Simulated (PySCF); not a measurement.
# KI: one state, many levels of theory

State: ¹Σ⁺ (singlet), closed shell. Set-up: PySCF, scalar-relativistic core potentials, basis sets K def2-SVP, I def2-SVP with ECP28. De refers to K + I in their high-spin ground configurations, without counterpoise correction. A positive dipole means K(−)I(+).

```tsv
Level	Re (Å)	ωe (cm⁻¹)	De (eV)	μ (D)
RHF	3.149	176	2.63	-12.10
RHF-MP2	3.119	179	3.23	n/a
RHF-SCS-MP2	3.126	178	3.16	n/a
RHF-CCSD	3.126	178	3.11	n/a
RHF-CCSD(T)	3.125	178	3.12	n/a
LDA	3.011	193	3.66	-10.31
PBE	3.078	180	3.32	-10.59
BP86	3.082	179	3.35	-10.82
r²SCAN	3.086	183	3.51	-11.31
PBE0	3.071	184	3.38	-11.10
M06	3.079	183	3.55	-11.02
ωB97X	3.078	186	3.64	-11.44
```

Measured (Huber and Herzberg, Constants of Diatomic Molecules (1979)): Re = 3.047844 Å, ωe = 186.53 cm⁻¹.

The bond length runs from 3.011 Å (LDA) to 3.149 Å (RHF). De spans 2.63 eV (RHF, mean field) to 3.66 eV (LDA, local density). Correlation at CCSD(T) changes the Hartree–Fock bond energy by +0.49 eV; the triples alone change it by +0.01 eV.

Correlated steps freeze 9 core orbitals. Correlated levels converge slowly with the basis: in double zeta they bind strong bonds too weakly, by up to about 1 eV, and carry superposition errors of some tenths. These are scalar-relativistic numbers at best; spin–orbit coupling would shift them, the dissociation energy most. Where the molecule has an RHF reference, its open-shell atoms are computed with UHF.

The whole job (state search and all levels along the bond) took about 0.91 min on 1 thread of AMD EPYC 7R13 (shared host), peak memory 0.57 GiB.
